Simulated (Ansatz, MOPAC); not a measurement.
Molecule: SiI, net charge 0, doublet state. SMILES: [Si]I

Atoms: Si1, I2. Bonds: Si1-I2.

Bond lengths (Å) and angles (degrees) optimised at PM7 with MOPAC; HF/3-21G with Ansatz (an electronic-structure program); MP2/6-31G* with LANL2DZ past Ar with Ansatz, each started from the B3LYP-D3(BJ)/def2-TZVP structure (Ansatz) of the last column. A row stands for all coordinates that are equal there. 6-31G* holds six Cartesian d functions.

```tsv
coordinate	PM7	HF/3-21G	MP2/6-31G* with LANL2DZ past Ar	B3LYP-D3(BJ)/def2-TZVP
Si1-I2	2.483	2.668	2.480	2.469
```

Mean signed difference of all 1 bond lengths from B3LYP-D3(BJ)/def2-TZVP: PM7 0.014 Å, HF/3-21G 0.199 Å, MP2/6-31G* with LANL2DZ past Ar 0.011 Å.
